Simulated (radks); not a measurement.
Effect of the nuclear size on neutral iodine, [Kr] 4d10 5s2 5p5. Calculated with a radial shooting solver on a logarithmic mesh with Libxc functionals: Dirac Kohn-Sham, BLYP, spin-unpolarised, spherical densities, finite nucleus; open shells are shared between the two j in proportion to 2j + 1; Fermi nuclear charge, rms radius 4.75 fm. The rms radius is varied about that value; shifts are against it.

rms radius (fm) = 3.8523: total energy shift (eV) -2.04; density at nucleus (e/bohr^3) 2.583e+05; 1s1/2 shift (meV) -853; 2s1/2 shift (meV) -100; 4s1/2 shift (meV) -4.08; 4p1/2 shift (meV) 0.297; 5s1/2 shift (meV) -0.516
rms radius (fm) = 4.5362: total energy shift (eV) -0.518; density at nucleus (e/bohr^3) 2.511e+05; 1s1/2 shift (meV) -216; 2s1/2 shift (meV) -25.4; 4s1/2 shift (meV) -1.04; 4p1/2 shift (meV) 0.075; 5s1/2 shift (meV) -0.131
rms radius (fm) = 4.75: total energy shift (eV) 0; density at nucleus (e/bohr^3) 2.491e+05; 1s1/2 shift (meV) 0.000; 2s1/2 shift (meV) 0.000; 4s1/2 shift (meV) 0.000; 4p1/2 shift (meV) 0.000; 5s1/2 shift (meV) 0.000
rms radius (fm) = 5.0825: total energy shift (eV) 0.844; density at nucleus (e/bohr^3) 2.462e+05; 1s1/2 shift (meV) 353; 2s1/2 shift (meV) 41.4; 4s1/2 shift (meV) 1.69; 4p1/2 shift (meV) -0.123; 5s1/2 shift (meV) 0.213
rms radius (fm) = 5.3152: total energy shift (eV) 1.46; density at nucleus (e/bohr^3) 2.443e+05; 1s1/2 shift (meV) 612; 2s1/2 shift (meV) 71.8; 4s1/2 shift (meV) 2.93; 4p1/2 shift (meV) -0.213; 5s1/2 shift (meV) 0.370

Slopes of the eigenvalues against <r^2> in GHz/fm^2, as finite differences over the two radii next to the reference (eigenvalue slopes, not the field-shift constants of lines): 1s1/2 26200, 2s1/2 3070, 4s1/2 125, 4p1/2 -9.14, 5s1/2 15.8.
